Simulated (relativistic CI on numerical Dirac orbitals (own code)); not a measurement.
Sensitivity of the levels of Sb VIII to α and to the nuclear radius

Method of calculation: Dirac-Coulomb-Breit CI, KLI orbitals optimised for each configuration, derivatives by finite differences, unscaled Slater integrals, QED left out (own radial code, finite nucleus).

CI space (outside the closed core [Ar] 3d10): 4s²4p⁶4d⁸, 4s²4p⁶4d⁷5s, 4s²4p⁶4d⁷4f, 4s²4p⁵4d⁹, 4s²4p⁶4d⁷5p, 4s²4p⁶4d⁶5s², 4s²4p⁴4d¹⁰, 4s4p⁶4d⁹. Levels of other configurations are missing.

With x = (α/α₀)² − 1 an excitation energy changes as ω = ω₀ + qx; K = 2q/ω₀ is the relative enhancement. Terms are leading LS components, so labels can repeat. The field-shift factor is F = δν/δ⟨r²⟩ for the transition from the lowest level.

Lowest level 4s²4p⁶4d⁸ ³F4.

| Level | ω₀ (cm⁻¹) | q (cm⁻¹) | F (GHz/fm²) |
| --- | --- | --- | --- |
| 4s²4p⁶4d⁸ ³F3 | 9108 | 9353 | 0.123 |
| 4s²4p⁶4d⁸ ³F2 | 10495 | 4252 | 0.0533 |
| 4s²4p⁶4d⁸ ³P2 | 20132 | 8151 | 0.161 |
| 4s²4p⁶4d⁸ ³P0 | 27267 | 6072 | 0.194 |
| 4s²4p⁶4d⁸ ³P1 | 27912 | 9394 | 0.228 |
| 4s²4p⁶4d⁸ ¹D2 | 30628 | 15700 | 0.228 |
| 4s²4p⁶4d⁸ ¹G4 | 35132 | 7954 | 0.214 |
| 4s²4p⁶4d⁸ ¹S0 | 70948 | 12850 | 0.381 |
| 4s²4p⁶4d⁷5s ⁵F5 | 328559 | -37440 | 27.6 |
| 4s²4p⁶4d⁷5s ⁵F4 | 334200 | -32470 | 27.5 |
| 4s²4p⁶4d⁷5s ⁵F3 | 338824 | -27420 | 27.7 |
| 4s²4p⁶4d⁷5s ⁵F2 | 341510 | -25760 | 27.7 |
| 4s²4p⁶4d⁷5s ⁵F1 | 343100 | -24950 | 27.7 |
| 4s²4p⁶4d⁷5s ³F4 | 345011 | -32900 | 26.1 |
| 4s²4p⁶4d⁷5s ³F3 | 352012 | -29080 | 26.3 |
| 4s²4p⁶4d⁷5s ⁵P2 | 353050 | -36370 | 27.3 |
| 4s²4p⁶4d⁷5s ⁵P3 | 354702 | -30120 | 27.5 |
| 4s²4p⁶4d⁷5s ³F2 | 356630 | -24620 | 26.3 |
| 4s²4p⁶4d⁷5s ⁵P1 | 357389 | -32020 | 27.5 |
| 4s²4p⁶4d⁷5s ³G5 | 359051 | -32030 | 27.3 |
| 4s²4p⁶4d⁷5s ³G4 | 361286 | -30620 | 27.2 |
| 4s²4p⁶4d⁷5s ¹P1 | 365279 | -32140 | 26.8 |
| 4s²4p⁶4d⁷5s ³P2 | 365697 | -30990 | 26.9 |

At this charge configurations can still be misplaced by up to about 7 % of their energy. Terms inside the open d or f shell come out 10 to 20 % too wide with unscaled integrals. Levels and lines within the n = 5 or 6 shells can be off by up to 10 % or somewhat more, and those that change n by about 2 %, since core polarisation is missing.

Question: Which transition from the lowest level has the largest |K|?

Answer: 4s²4p⁶4d⁸ ³F3 at 9108 cm⁻¹, K = 2.05.
